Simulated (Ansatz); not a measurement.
Reaction (silylene loss): `[SiH3][O][Cd][O][SiH3]` → `[OH][Cd][O][SiH3]` + `[SiH2]`

Program: Ansatz. Geometries: PBE0-D4/def2-TZVP. ΔE: electronic, gas phase. CCSD(T)/CBS is the MP2 limit (def2-TZVPP, def2-QZVPP) plus CCSD(T) − MP2 in def2-TZVPP, frozen cores. This one scheme is used for every species. DFT in def2-TZVPP. def2 core potentials past Kr. For Cd outer-core shells are correlated without core-valence functions, which leaves a few kJ/mol of doubt a bond. Each species was taken in one conformer, which may not be the lowest.

`[SiH3][O][Cd][O][SiH3]`:

```xyz
11

Si    2.740   -1.566   -0.008
O     1.235   -1.671   -0.618
Cd   -0.312   -0.491   -0.639
O    -1.929    0.580   -0.802
Si   -2.673    1.672    0.147
H     2.728   -1.358    1.470
H     3.503   -0.428   -0.602
H     3.468   -2.830   -0.302
H    -1.785    2.831    0.462
H    -3.095    1.080    1.451
H    -3.880    2.180   -0.557
```

`[OH][Cd][O][SiH3]`:

```xyz
8

O     3.318   -0.385    0.902
Cd    1.464   -0.503    0.300
O    -0.386   -0.809   -0.240
Si   -1.717    0.117   -0.332
H     3.800    0.323    0.467
H    -2.120    0.656    1.002
H    -1.517    1.295   -1.231
H    -2.842   -0.694   -0.869
```

`[SiH2]`:

Z-matrix (Å, degrees):
```
Si
H 1 1.525
H 1 1.525 2 91.2
```

CCSD(T)/CBS gives +81.3 kcal/mol.

Question: Another level gave +83.1 kcal/mol. Which?
A. HF/def2-TZVPP
B. BLYP-D4/def2-TZVPP
C. PBE0-D4/def2-TZVPP
D. LC-ωPBE/def2-TZVPP

Answer: A. HF/def2-TZVPP 83.1, BLYP-D4 76.4, PBE0-D4 82.1, LC-ωPBE 85.1 kcal/mol.

Largest T1 diagnostic among the species: 0.016.

At CCSD(T), def2-SVP lies −2.7 kcal/mol from the extrapolated value and def2-TZVPP −0.7 kcal/mol. Leaving LDA and LC-ωPBE aside and taking each functional with its dispersion term where it has one, the values, not all of them listed here, spread over 10.5 kcal/mol, from BLYP-D4 to r2SCAN0-D4. LDA lies +7.7 kcal/mol from PBE without D4. The D4 term adds +2.6 kcal/mol with B3LYP and +1.4 kcal/mol with PBE0; it sums over pairs of atoms, weighted by their polarisabilities, and B3LYP, whose exchange is more repulsive, gets the larger term.

B3LYP here is the variant with VWN-RPA as its local correlation; programs differ in this.
